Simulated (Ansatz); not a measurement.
Reaction (formal exchange of groups at the Sn–C bond): `C=[C]([AlH2])[SnH3]` + `CBF` → `C[B](F)[SnH3]` + `C=[CH][AlH2]`

Computed with Ansatz on PBE0-D4/def2-TZVP structures; ΔE is electronic, products minus reactants. CCSD(T)/CBS is the MP2 limit (def2-TZVPP, def2-QZVPP) plus CCSD(T) − MP2 in def2-TZVPP, frozen cores. This one scheme is used for every species. DFT in def2-TZVPP. def2 core potentials past Kr. For Sn outer-core shells are correlated without core-valence functions, which leaves a few kJ/mol of doubt a bond.

| level | ΔE (kJ/mol) |
| --- | --- |
| PBE-D4 | -6.4 |
| HF/def2-TZVPP | 3.1 |
| MP2/def2-QZVPP | 11.4 |
| CCSD/CBS(def2) | 2.2 |

Question: What does CCSD(T)/CBS give? (Best estimate.)

Answer: Computed: +3.9 kJ/mol. The listed levels differ from it by -10.3, -0.8, 7.5, -1.7 kJ/mol.

Largest T1 diagnostic among the species: 0.014.

The D4 term adds +4.2 kJ/mol with B3LYP and +2.3 kJ/mol with PBE0; it sums over pairs of atoms, weighted by their polarisabilities, and B3LYP, whose exchange is more repulsive, gets the larger term.

B3LYP here is the variant with VWN-RPA as its local correlation; programs differ in this.
